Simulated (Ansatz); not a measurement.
Ansatz results at the PBE0-D4/def2-TZVP geometry: HOMO energy (PBE0/def2-TZVPP) -8.11 eV; size of the dipole moment (B3LYP/def2-TZVPP) 1.41 D; LUMO energy (PBE0/def2-TZVPP) 0.93 eV.

Each molecule was computed in one conformer, which needn't be the lowest.

(1) Which molecule gave them?
A. `OB(O)Br`
B. `COB(C)OC`
C. `BC(F)(F)F`
D. `FBO[SiH3]`

## Answers

(1) B. The others give `FBO[SiH3]`: -9.44, 1.86, 0.02; `BC(F)(F)F`: -10.11, 1.87, -2.73; `OB(O)Br`: -8.43, 2.00, 0.46.

B3LYP here is the variant with VWN-RPA as its local correlation; programs differ in this.
